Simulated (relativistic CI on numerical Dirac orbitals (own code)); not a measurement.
## Hyperfine structure of As XI, mass number 75

Calculated at this level of theory: Dirac-Coulomb-Breit CI, KLI orbitals optimised for each configuration, model QED, unscaled Slater integrals (own radial code, finite nucleus).

Configuration list (outside the closed core [Ne]): 3s2 3p6 3d5, 3s2 3p5 3d6, 3s2 3p4 3d7, 3s 3p6 3d6, 3s2 3p6 3d4 4s, 3s2 3p6 3d4 4p, 3p6 3d7, 3s2 3p6 3d4 4d, 3s2 3p6 3d3 4s2, 3s2 3p6 3d3 4s 4p, 3s2 3p6 3d4 4f, 3s 3p5 3d7, 3s2 3p6 3d4 5s, 3s2 3p6 3d3 4p2, 3s2 3p6 3d3 4s 4d, 3s2 3p6 3d4 5p. Levels of other configurations are missing.

Nuclear spin I = 3/2, μ = 1.4383 μN, Q = 0.311 b (tables of Stone and Pyykkö). The electronic factors are computed for point nuclear moments, without core polarisation or the Bohr-Weisskopf and QED corrections.

| Level | E (cm⁻¹) | A (MHz) | B (MHz) |
| --- | --- | --- | --- |
| 3s2 3p6 3d5 4G_5/2 | 67948.4 | 2215 | 157 |
| 3s2 3p6 3d5 4G_11/2 | 68387.4 | 1770 | -1.67 |
| 3s2 3p6 3d5 4G_7/2 | 68559.0 | 1802 | 126 |
| 3s2 3p6 3d5 4G_9/2 | 68775.3 | 1689 | 105 |
| 3s2 3p6 3d5 4P_5/2 | 69625.1 | 867.9 | 408 |
| 3s2 3p6 3d5 4P_3/2 | 70600.9 | 1327 | 274 |
| 3s2 3p6 3d5 4P_1/2 | 71564.9 | -1602 |  |
| 3s2 3p6 3d5 4D_7/2 | 80659.8 | 1126 | 192 |

Levels with J = 0, under 50 % of one LS term, or S terms without an open s electron are left out. Small factors come from cancelling terms and can be off by tens of per cent or more.

At this charge energies of transitions that change n are usually good to better than 1 %, and those within a shell (Δn = 0) to a few per cent. Terms inside the open d or f shell come out 10 to 20 % too wide with unscaled integrals.

Q: Give the hyperfine levels of 3s2 3p6 3d5 4G_5/2 relative to its centre of gravity.

A: With K = F(F + 1) − I(I + 1) − J(J + 1), E = AK/2 + B[¾K(K + 1) − I(I + 1)J(J + 1)]/[2I(2I − 1)J(2J − 1)]: F = 1: -11520, F = 2: -7214, F = 3: -640.1, F = 4: 8345 MHz.

LS names give the leading component of a level, which can be under half, so a name can repeat, a term be missing and a line seem to break the LS rules.
